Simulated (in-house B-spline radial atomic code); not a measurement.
Inner-shell binding energies (edges) and X-ray emission energies of free atoms and ions, as differences of relaxed hole-state energies with first-order Breit, QED and recoil terms, without correlation or multiplet splittings, in NIST's listed ground configurations. For neutral atoms such line energies lie within some 1 to 5 eV of tabulated X-ray lines (up to 20 eV for the heaviest). K = 1s, L1 = 2s, M5 = 3d5/2. A dash marks a subshell that is part filled or wasn't run, or a line left out. Computed with an all-electron radial atomic-structure program (B-spline basis): Dirac-Hartree-Fock, average of the configuration, finite nuclei.

| ion | configuration | K edge (eV) | L1 edge (eV) | M5 edge (eV) |
| --- | --- | --- | --- | --- |
| Sn | [Kr] 4d10 5s2 5p2 | 29207.3 | 4479.7 | 493.15 |
| Sb+ | [Kr] 4d10 5s2 5p2 | 30508.3 | 4723.33 | 545.97 |
| Te2+ | [Kr] 4d10 5s2 5p2 | 31843.1 | 4976.26 | 602.65 |
| I3+ | [Kr] 4d10 5s2 5p2 | 33211.9 | 5238.34 | 662.94 |
| Xe4+ | [Kr] 4d10 5s2 5p2 | 34614.7 | 5509.49 | 726.67 |
| Cs5+ | [Kr] 4d10 5s2 5p2 | 36051.8 | 5789.73 | 793.76 |
| Ba6+ | [Kr] 4d10 5s2 5p2 | 37523.4 | 6079.08 | 864.14 |
